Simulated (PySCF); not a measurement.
Geometries of 2 isomers of C5H6N2Si, from PBE0-D3(BJ)/def2-SVP geometry optimisation, gas phase (PySCF). One conformer each, no zero-point energy, no frequencies.

**Question.** Which is lower in electronic energy at this level?
A.
```xyz
14
angstrom
C     -2.530   -1.994    0.793
C     -1.454   -1.459    0.620
C     -0.228   -0.771    0.418
N      0.972   -1.301    0.312
C      1.818   -0.252    0.127
C      1.121    0.935    0.120
N     -0.202    0.606    0.307
Si    -1.612    1.702    0.382
H     -3.474   -2.484    0.945
H      2.891   -0.395    0.007
H      1.448    1.965    0.001
H     -2.552    1.378   -0.723
H     -1.040    3.065    0.215
H     -2.281    1.560    1.702
```
B.
```xyz
14
angstrom
N     -1.190    2.897    0.766
C     -0.472    2.041    0.447
C      0.379    0.978    0.055
C      1.759    0.939   -0.063
C      2.097   -0.366   -0.490
C      0.918   -1.071   -0.616
N     -0.138   -0.263   -0.286
Si    -1.869   -0.716   -0.301
H      2.432    1.769    0.141
H      3.096   -0.751   -0.684
H      0.752   -2.103   -0.919
H     -2.594    0.144   -1.272
H     -2.430   -0.556    1.066
H     -1.871   -2.141   -0.727
```

**Answer.** B. That is `N#Cc1cccn1[SiH3]`, 32.4 kcal/mol below the other.

```json
{"SMILES": "N#Cc1cccn1[SiH3]", "atoms numbered as above": "[N:1]#[C:2][c:3]1[cH:4][cH:5][cH:6][n:7]1[SiH3:8]", "E (Eh)": "-592.34926", "relative (kcal/mol)": "0.0", "relative (kJ/mol)": "0.0", "dipole (D)": "4.12"}
{"SMILES": "C#Cc1nccn1[SiH3]", "atoms numbered as above": "[CH:1]#[C:2][c:3]1[n:4][cH:5][cH:6][n:7]1[SiH3:8]", "E (Eh)": "-592.29756", "relative (kcal/mol)": "32.4", "relative (kJ/mol)": "135.7", "dipole (D)": "3.59"}
```

As drawn, the lower has a C≡N group, which the higher lacks; the higher has a C≡C bond, which the lower lacks.
